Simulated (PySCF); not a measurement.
S(2+): excitation energy

S(2+) [Ne] 3s2 3p2 (3P) → S(2+) [Ne] 3s1 3p3 (5S), as a difference of total energies. Computed with PySCF 2.14 in aug-cc-pV(T+d)Z, with no relativity, point nucleus. Correlated levels: valence: [Ne] frozen. The calculations carry no spin-orbit coupling.

```csv
method,excitation energy (eV)
UHF,5.270
MP2 (valence),6.446
SCS-MP2 (valence),6.999
CCSD (valence),6.807
CCSD(T) (valence),6.856
```

How much does correlation contribute at CCSD(T) (valence)?

6.856 − (5.270) = 1.586 eV, measured against UHF.

A first-order spin-orbit estimate (lowest level to lowest level, LS coupling) adds 0.061 eV.
